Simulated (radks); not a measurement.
Species: the chlorine anion Cl-. Configuration: [Ar]. Calculated with a radial shooting solver on a logarithmic mesh with Libxc functionals: scalar-relativistic Kohn-Sham, LDA (Slater exchange, VWN5 correlation), spin-unpolarised, spherical densities, point nucleus; Watson sphere of charge +1 and radius 3.12 bohr. Some entries of the table are withheld. Estimate them.

orbital  occ.  eigenvalue (eV)  <r^2> (bohr^2)  <r> (bohr)
1s          2        -2738.943         0.01119         (1)
2s          2              (2)          0.2366      0.4461
2p          6        -188.7786             (3)      0.4079
3s          2         -18.8720             (4)         (5)
3p          6          -7.3819           4.792         (6)

Answer. 
(1) 1s <r> (bohr): 0.09121
(2) 2s eigenvalue (eV): -248.8949
(3) 2p <r^2> (bohr^2): 0.2075
(4) 3s <r^2> (bohr^2): 2.922
(5) 3s <r> (bohr): 1.578
(6) 3p <r> (bohr): 1.979
